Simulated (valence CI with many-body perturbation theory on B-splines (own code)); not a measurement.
Level structure of V⁹⁺

Computed by configuration interaction combined with many-body perturbation theory (CI+MBPT): four valence electrons over a frozen Dirac-Fock core [Ne], a basis of 9 s, 9 p, 8 d, 6 f, 3 g, 1 h functions for each j, with the one-electron correlation potential Σ1, the two-electron term Σ2, the three-electron term Σ3, Breit, model QED; selected CI, second order for the rest, scaled by the run's own slope (own B-spline code, finite nucleus).

No measured spectrum was set against this ion. As an estimate, levels of excited configurations hold to 0.05 to 0.15 % of their energy, terms of the ground configuration to about 0.5 %.

Levels 1 to 36 of 36, with energies above the lowest level, 3s²3p² ³P_0. "Leading %" is the weight of the configuration and term that name the level; weights of strongly mixed levels are sums over their largest components and can fall short, so below about 35 % the name and the second component can differ from the true leading terms, or belong to a minority configuration. In the jj column 3d3/2^4 stands for four electrons in 3d with j = 3/2.

| No. | Configuration | Term | J | E (cm⁻¹) | Leading % | Leading jj | g | Second component |
| --- | --- | --- | --- | --- | --- | --- | --- | --- |
| 1 | 3s²3p² | ³P | 0 | 0 | 95 | 3s^2 3p1/2^2 (75 %) |  |  |
| 2 | 3s²3p² | ³P | 1 | 4185 | 96 | 3s^2 3p1/2 3p3/2 (96 %) | 1.501 |  |
| 3 | 3s²3p² | ³P | 2 | 9436 | 93 | 3s^2 3p1/2 3p3/2 (50 %) | 1.482 |  |
| 4 | 3s²3p² | ¹D | 2 | 32655 | 93 | 3s^2 3p3/2^2 (50 %) | 1.017 |  |
| 5 | 3s²3p² | ¹S | 0 | 68043 | 93 | 3s^2 3p3/2^2 (74 %) |  |  |
| 6 | 3s3p³ | ⁵S° | 2 | 161220 | 99 | 3s 3p1/2 3p3/2^2 (54 %) | 1.999 |  |
| 7 | 3s3p³ | ³D° | 1 | 220960 | 86 | 3s 3p1/2 3p3/2^2 (38 %) | 0.513 | 11 % 3s²3p3d ³D° |
| 8 | 3s3p³ | ³D° | 2 | 221060 | 85 | 3s 3p1/2 3p3/2^2 (57 %) | 1.174 | 10 % 3s²3p3d ³D° |
| 9 | 3s3p³ | ³D° | 3 | 222090 | 88 | 3s 3p1/2 3p3/2^2 (88 %) | 1.333 | 10 % 3s²3p3d ³D° |
| 10 | 3s3p³ | ³P° | 0 | 254050 | 88 | 3s 3p1/2 3p3/2^2 (88 %) |  | 9 % 3s²3p3d ³P° |
| 11 | 3s3p³ | ³P° | 1 | 254270 | 87 | 3s 3p1/2 3p3/2^2 (59 %) | 1.488 | 9 % 3s²3p3d ³P° |
| 12 | 3s3p³ | ³P° | 2 | 254450 | 83 | 3s 3p3/2^3 (48 %) | 1.483 | 10 % 3s²3p3d ³P° |
| 13 | 3s3p³ | ¹D° | 2 | 279970 | 55 | 3s 3p1/2 3p3/2^2 (42 %) | 1.010 | 40 % 3s²3p3d ¹D° |
| 14 | 3s3p³ | ³S° | 1 | 328370 | 81 | 3s 3p1/2 3p3/2^2 (52 %) | 1.856 | 13 % 3s3p³ ¹P° |
| 15 | 3s²3p3d | ³F° | 2 | 338500 | 96 | 3s^2 3p1/2 3d3/2 (74 %) | 0.667 |  |
| 16 | 3s3p³ | ¹P° | 1 | 341840 | 73 | 3s 3p3/2^3 (48 %) | 1.143 | 14 % 3s3p³ ³S° |
| 17 | 3s²3p3d | ³F° | 3 | 341910 | 97 | 3s^2 3p1/2 3d5/2 (48 %) | 1.083 |  |
| 18 | 3s²3p3d | ³F° | 4 | 346800 | 97 | 3s^2 3p3/2 3d5/2 (97 %) | 1.250 |  |
| 19 | 3s²3p3d | ³P° | 2 | 385920 | 44 | 3s^2 3p1/2 3d5/2 (58 %) | 1.257 | 25 % 3s²3p3d ¹D° |
| 20 | 3s²3p3d | ³P° | 1 | 391150 | 75 | 3s^2 3p1/2 3d3/2 (39 %) | 1.365 | 12 % 3s²3p3d ³D° |
| 21 | 3s²3p3d | ³P° | 2 | 392370 | 34 | 3s^2 3p3/2 3d5/2 (50 %) | 1.209 | 31 % 3s²3p3d ¹D° |
| 22 | 3s²3p3d | ³P° | 0 | 393490 | 87 | 3s^2 3p3/2 3d3/2 (87 %) |  | 9 % 3s3p³ ³P° |
| 23 | 3s²3p3d | ³D° | 1 | 399260 | 74 | 3s^2 3p3/2 3d3/2 (60 %) | 0.636 | 12 % 3s²3p3d ³P° |
| 24 | 3s²3p3d | ³D° | 2 | 400820 | 77 | 3s^2 3p3/2 3d3/2 (53 %) | 1.198 | 9 % 3s3p³ ³D° |
| 25 | 3s²3p3d | ³D° | 3 | 401290 | 85 | 3s^2 3p3/2 3d5/2 (57 %) | 1.332 | 10 % 3s3p³ ³D° |
| 26 | 3s²3p3d | ¹F° | 3 | 440440 | 95 | 3s^2 3p3/2 3d3/2 (39 %) | 1.001 |  |
| 27 | 3s²3p3d | ¹P° | 1 | 451500 | 85 | 3s^2 3p3/2 3d5/2 (57 %) | 0.998 | 10 % 3s3p³ ¹P° |
| 28 | 3p⁴ | ³P | 2 | 471020 | 56 | 3p1/2^2 3p3/2^2 (53 %) | 1.468 | 35 % 3s3p²3d ³P |
| 29 | 3p⁴ | ³P | 1 | 477150 | 58 | 3p1/2 3p3/2^3 (58 %) | 1.500 | 39 % 3s3p²3d ³P |
| 30 | 3p⁴ | ³P | 0 | 479030 | 57 | 3p3/2^4 (33 %) |  | 38 % 3s3p²3d ³P |
| 31 | 3p⁴ | ¹D | 2 | 486760 | 60 | 3p1/2 3p3/2^3 (55 %) | 1.031 | 29 % 3s3p²3d ¹D |
| 32 | 3s3p²3d | ⁵F | 1 | 496250 | 99 | 3s 3p1/2 3p3/2 3d3/2 (40 %) | 0.007 |  |
| 33 | 3s3p²3d | ⁵F | 2 | 497370 | 98 | 3s 3p1/2 3p3/2 3d3/2 (48 %) | 1.007 |  |
| 34 | 3s3p²3d | ⁵F | 3 | 499120 | 97 | 3s 3p1/2 3p3/2 3d3/2 (43 %) | 1.255 |  |
| 35 | 3s3p²3d | ⁵F | 4 | 501560 | 97 | 3s 3p1/2 3p3/2 3d5/2 (59 %) | 1.353 |  |
| 36 | 3s3p²3d | ⁵F | 5 | 504710 | 99 | 3s 3p3/2^2 3d5/2 (61 %) | 1.400 |  |

Names give the largest LS component (configuration and term), which can be under half, so a name can repeat, a term be missing and a line seem to break the LS rules; names also repeat where a configuration has a term twice.

The ionisation energy to 3s²3p ²P°1/2 of the next ion comes out as 229.54 eV (NIST: 230.5 ± 0.5 eV (semi-empirical)). All 36 levels together are meant to be complete up to 506200 cm⁻¹.
